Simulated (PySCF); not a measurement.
Sn(H)2(Et)(Vi), SMILES C=[CH][SnH2][CH2]C (C4H10Sn), singlet at its GFN2-xTB optimised geometry (Å):

```
15

Sn    -0.6321    -0.8159     0.0000
C     -1.3229    -1.7280     1.8164
C     -0.5508    -2.3508     2.6846
C     -1.4058    -1.7602    -1.8159
C     -0.9674    -1.0662    -3.0889
H      1.0509    -0.8159     0.0000
H     -1.0509     0.8159     0.0000
H     -2.3860    -1.6684     2.0020
H     -0.9503    -2.8001     3.5816
H      0.5137    -2.4373     2.5469
H     -2.4930    -1.7711    -1.7539
H     -1.0733    -2.7971    -1.8219
H     -1.3092    -0.0349    -3.1097
H      0.1153    -1.0652    -3.1811
H     -1.3829    -1.5808    -3.9541
```

Calculation: B3LYP/def2-TZVP, def2 effective core potentials past Kr in PySCF. The core electrons that the potentials of Sn replace are not part of the density.

Map of the electron localisation function on the plane z = 1.2 Å:

```
|00000000000000000000000000000|
|00000000000000000000000000000|
|00000000000000000000000000000|
|00000000000000000000000000000|
|00000000000000000000000000000|
|00000000011100000000000000000|
|00000001355431000000000000000|
|00000025788863100000000000000|
|00000147999974100000000000000|
|00000258999974200000000000000|
|00000247899864100000000000000|
|00000124677642100000000000000|
|00000012344432100000100000000|
|00000001122222110112321000000|
|00000000122222111235663100000|
|00000001222222222367886200000|
|00000012443322222478997400000|
|00001124665432222478997410000|
|01222346888643222368886300000|
|13555567999864211235554100000|
|25777667899974200011211000000|
|36787777899973100000000000000|
|25777666788752000000000000000|
|13555556677641000000000000000|
|01233345677631000000000000000|
|00011234566531000000000000000|
|00000123566531000000000000000|
|00000123455531000000000000000|
|00000013455431000000000000000|
```
Scale: ten equal steps from 0.000 (start of '0') to 0.921 (end of '9'), in the order '0123456789'; x runs from -3.50 to 3.50, y from -3.50 (bottom) to 3.50 (top).
